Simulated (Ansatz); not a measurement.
Species: C₂H₃F₂, net charge 0, doublet state. It need not be the lowest isomer of its formula. SMILES: C[C](F)F
Coordinates optimised at B3LYP-D3(BJ)/def2-TZVP (Ansatz, a first-principles code):
```
C
H 1 1.0886
H 1 1.0886 2 109.28
H 1 1.0975 2 108.78 3 118.64
C 1 1.4852 2 109.77 3 -120.43
F 5 1.3402 1 115.46 2 -55.25
F 5 1.3402 6 109.40 1 132.27
```
Charge 0, spin multiplicity 2.

Property: atomisation energy (electronic, to ground-state atoms), in kJ/mol. Cores are frozen in the correlated levels unless marked. Open shells are spin-unrestricted. No spin-orbit coupling. No relativistic terms. The coupled-cluster limit lacks core correlation, which all-electron functionals hold. CBS marks a two-point X^-3 extrapolation of the correlation energy; Hartree-Fock from the larger set (for Q and 5 zeta extrapolated as (X+1)exp(-9√X)).

```json
[
 {"level": "HF/cc-pVDZ", "program": "Ansatz", "atomisation energy (kJ/mol)": "1856.5"},
 {"level": "r2SCANh/def2-TZVPD", "program": "Ansatz", "atomisation energy (kJ/mol)": "2647.4"}
]
```

Task: Estimate the value at CCSD(T)/CBS(cc-pVQZ,cc-pV5Z) as computed with Ansatz.

Result: 2634.2 kJ/mol, so r2SCANh/def2-TZVPD differs from it by 13.2 kJ/mol.
